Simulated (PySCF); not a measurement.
Species: C₅H₇NO₃.
Atom-mapped SMILES: `[CH2:1]=[CH:2][O:3][C:4](=[O:5])[CH2:6][C:7]([NH2:8])=[O:9]` (hydrogens: H10, H11 on C1; H12 on C2; H13, H14 on C6; H15, H16 on N8)

Computed with PySCF at PBE0/def2-SVPD, non-relativistic, on one gas-phase PBE0-D3(BJ)/def2-SVP geometry that isn't relaxed in the solvent. The solvent is an IEF-PCM continuum (Bondi radii, 1.10 Å for H, scaled by 1.2), and excitations are vertical TDDFT with non-equilibrium linear response and a frozen core. Only the electrostatic response of the medium enters.

Gas-phase singlets (H = HOMO, L = LUMO):

| state | E (eV) | λ (nm) | f | leading configurations |
| --- | --- | --- | --- | --- |
| S1 | 5.560 | 223 | 0.066 | H→L 70%, H→L+1 13% |
| S2 | 5.819 | 213 | 0.016 | H-3→L 30%, H→L+1 22%, H-2→L 12% |
| S3 | 5.897 | 210 | 0.055 | H-3→L 37%, H→L 18%, H→L+1 13% |
| S4 | 5.995 | 207 | 0.042 | H-2→L 52%, H-1→L 24%, H-3→L 17% |
| S5 | 6.089 | 204 | 0.213 | H-1→L 66%, H-2→L 22% |

Problem. What are the lowest 5 singlets in dichloromethane (ε = 8.93)?

Solution. 
| state | E (eV) | λ (nm) | f | leading configurations | change by rank (eV) |
| --- | --- | --- | --- | --- | --- |
| S1 | 5.802 | 214 | 0.234 | H→L 52%, H-1→L 19%, H-3→L 16% | +0.242 |
| S2 | 5.925 | 209 | 0.178 | H-3→L 53%, H→L 34% | +0.106 |
| S3 | 5.976 | 207 | 0.051 | H-1→L+1 49%, H-3→L 10%, H→L 10% | +0.079 |
| S4 | 6.198 | 200 | 0.007 | H-1→L 56%, H-1→L+1 16%, H-2→L 11% | +0.203 |
| S5 | 6.230 | 199 | 0.013 | H-2→L 82%, H-1→L 8% | +0.141 |

Problem. How does the list change in acetonitrile (ε = 35.69)?

Solution. 
| state | E (eV) | λ (nm) | f | leading configurations | change by rank (eV) |
| --- | --- | --- | --- | --- | --- |
| S1 | 5.832 | 213 | 0.228 | H→L 51%, H-3→L 21%, H-1→L 17% | +0.272 |
| S2 | 5.938 | 209 | 0.183 | H-3→L 52%, H→L 37% | +0.119 |
| S3 | 6.009 | 206 | 0.040 | H-1→L+1 54%, H-1→L 9%, H→L 8% | +0.112 |
| S4 | 6.245 | 199 | 0.007 | H-1→L 54%, H-2→L 16%, H-1→L+1 15% | +0.250 |
| S5 | 6.260 | 198 | 0.012 | H-2→L 77%, H-1→L 13% | +0.171 |

Problem. How do the frontier levels move from gas to acetonitrile?

Solution. 
```tsv
orbital	gas (eV)	solvent (eV)	change (eV)	Löwdin shares, gas	Löwdin shares, solvent
LUMO+2	0.51	0.69	+0.18	C2 18 %, C1 13 %, C4 13 %, O3 13 %	C2 23 %, C1 17 %, O3 14 %, O5 10 %
LUMO+1	0.17	0.27	+0.10	C7 19 %, O9 13 %, C2 12 %, C6 10 %	C7 30 %, O9 21 %, N8 13 %, C6 8 %
LUMO	-1.08	-0.87	+0.21	C4 28 %, O5 19 %, C1 15 %, C2 11 %	C4 29 %, O5 19 %, C1 14 %, C2 10 %
HOMO	-7.65	-7.57	+0.08	O9 56 %, C7 8 %, C1 8 %, C6 7 %	C1 35 %, C2 27 %, O3 17 %
HOMO-1	-7.85	-7.97	-0.12	C1 28 %, C2 22 %, O9 15 %, O3 13 %	O9 64 %, C7 10 %, C6 8 %, N8 7 %
HOMO-2	-8.07	-8.13	-0.06	N8 45 %, O9 34 %, C7 11 %	N8 47 %, O9 33 %, C7 11 %
HOMO-3	-9.03	-8.89	+0.14	O5 64 %, C6 8 %, O3 8 %, C4 8 %	O5 63 %, C6 8 %, O3 8 %, C4 8 %
```

The HOMO–LUMO gap goes from 6.56 to 6.70 eV. Rows go by rank; for HOMO-2, HOMO-1, HOMO, LUMO+1 and LUMO+2 the atom shares or the degeneracy differ between the runs, so the row needn't follow one orbital.

Cost: about 90 s of CPU time on one thread; the machine was shared, so the figure is rough. This is the whole response run at PBE0/def2-SVPD in acetonitrile, SCF included.
